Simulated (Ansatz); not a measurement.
One geometry of `[Cu][S]c1ccc(C#Cc2ccc(C#Cc3ccccc3)cc2)cc1` with charge +1, several levels of theory.

```yaml
crystal:
  periodic: [false, false, false]
  atoms:
    - {symbol: Cu, position_ang: [10.315086, 1.346004, -1.289688]}
    - {symbol: S, position_ang: [9.786429, -0.571602, -0.536022]}
    - {symbol: C, position_ang: [8.025234, -0.398539, -0.434414]}
    - {symbol: C, position_ang: [7.225915, -1.556593, -0.594906]}
    - {symbol: C, position_ang: [5.837124, -1.491007, -0.481170]}
    - {symbol: C, position_ang: [5.180967, -0.260866, -0.211219]}
    - {symbol: C, position_ang: [3.766623, -0.190920, -0.116716]}
    - {symbol: C, position_ang: [2.535864, -0.136832, -0.038135]}
    - {symbol: C, position_ang: [1.120228, -0.080558, 0.039863]}
    - {symbol: C, position_ang: [0.453378, 1.118553, 0.413105]}
    - {symbol: C, position_ang: [-0.936581, 1.173238, 0.479437]}
    - {symbol: C, position_ang: [-1.727317, 0.032774, 0.172484]}
    - {symbol: C, position_ang: [-3.145131, 0.090508, 0.227424]}
    - {symbol: C, position_ang: [-4.377094, 0.140389, 0.260975]}
    - {symbol: C, position_ang: [-5.798424, 0.196250, 0.293733]}
    - {symbol: C, position_ang: [-6.575766, -0.932902, -0.076888]}
    - {symbol: C, position_ang: [-7.972970, -0.871818, -0.048268]}
    - {symbol: C, position_ang: [-8.624866, 0.307661, 0.349624]}
    - {symbol: C, position_ang: [-7.866788, 1.431154, 0.720673]}
    - {symbol: C, position_ang: [-6.468992, 1.381873, 0.694773]}
    - {symbol: C, position_ang: [-1.061212, -1.166769, -0.198697]}
    - {symbol: C, position_ang: [0.328529, -1.222325, -0.263176]}
    - {symbol: C, position_ang: [5.986033, 0.898849, -0.046413]}
    - {symbol: C, position_ang: [7.373780, 0.826084, -0.146895]}
    - {symbol: H, position_ang: [7.713248, -2.516822, -0.820282]}
    - {symbol: H, position_ang: [5.232458, -2.400331, -0.612365]}
    - {symbol: H, position_ang: [1.053037, 2.008804, 0.651872]}
    - {symbol: H, position_ang: [-1.439238, 2.107064, 0.770235]}
    - {symbol: H, position_ang: [-6.062260, -1.854040, -0.388450]}
    - {symbol: H, position_ang: [-8.561773, -1.754967, -0.339941]}
    - {symbol: H, position_ang: [-9.724311, 0.351316, 0.370490]}
    - {symbol: H, position_ang: [-8.372276, 2.357713, 1.033062]}
    - {symbol: H, position_ang: [-5.872675, 2.259324, 0.984264]}
    - {symbol: H, position_ang: [-1.661107, -2.056955, -0.437253]}
    - {symbol: H, position_ang: [0.831207, -2.156306, -0.553193]}
    - {symbol: H, position_ang: [5.498804, 1.861714, 0.165931]}
    - {symbol: H, position_ang: [7.984837, 1.730880, 0.006157]}
basis:
  gaussian: {orbitals: def2-SVP, fitting: {mean_field: def2-universal-jkfit}, initial_orbitals: start.molden}
total_charge: 1
magnetization: {spin_polarized: true, initial_magnetization: 1}
hamiltonian: {xc: {name: LC-wPBE, parameters: {omega: 0.15/bohr}}}
scf: {omitted_lower_state_checks: [starts]}
output: {orbitals: {seedname: orbitals}}
```

The file start.molden holds the orbitals of an earlier run on this structure, at another level or in another basis.

```sh
$ ansatz run in.yaml --threads 2 --pin off --events-out ev --progress --plain --max-ram 32768MiB --backend cuda --devices 0, --max-vram 18GiB
```

It prints (some lines left out):

```
Functional definition: LC-wPBE
2276 factors; integrals over basis functions are off by at most 2.2e-1 eV
2276 factors; integrals over basis functions are off by at most 2.2e-7 eV
mean field evaluation 1: about -78432.6288 eV, gradient 1.1e1 eV
mean field evaluation 2: about -78433.2265 eV, gradient 6.0e-1 eV
mean field evaluation 4: about -78433.2815 eV, gradient 6.3e-2 eV
mean field evaluation 8: about -78433.2815 eV, gradient 2.6e-5 eV
mean field -78433.28154008 eV, -2882.3699326103 hartree, gradient 2.6e-5 eV, S^2 0.776729; 0 other end points of the search recorded, 0 dependent functions left out
reference -78433.28154022 eV, -2882.3699326156 hartree; 95, 94 occupied and 327, 328 virtual orbitals, 2276 factors
Total energy: -78433.28154022 eV, -2882.3699326156 hartree
Checks for a lower state left out: starts
```

Hardware: 2 threads of AMD EPYC 7R13 on a shared host and a share (18 GiB) of an NVIDIA H100 80GB HBM3. Wall time 11 s, peak host memory 1 GiB.

First input, but with `hamiltonian: {xc: {name: LC-wPBE, parameters: {omega: 0.1/bohr}}}` (abridged; 7.5 s):

```
Functional definition: LC-wPBE
mean field -78431.88637583 eV, -2882.3186612697 hartree, gradient 2.2e-5 eV, S^2 0.763010
Total energy: -78431.88637618 eV, -2882.3186612827 hartree
Checks for a lower state left out: starts
```

Geometry: PBE-D4/def2-SVP, that of the neutral singlet.

Single mean-field runs in def2-SVP are fitted with def2-universal-jkfit.
